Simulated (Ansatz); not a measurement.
Problem. Name a neutral molecule of C, Ga, Si and H with HOMO–LUMO gap (PBE0/def2-TZVPP) between 5.55 and 5.85 eV and HOMO–LUMO gap (B3LYP/def2-TZVPP) between 5.15 and 5.45 eV (Ansatz, PBE0-D4/def2-TZVP geometry).

Solution. `[CH3][Ga]([CH3])[SiH3]` (5.68 eV, 5.22 eV). Other molecules can fit too; these were computed, each in one conformer that needn't be the lowest.

B3LYP here is the variant with VWN-RPA as its local correlation; programs differ in this.
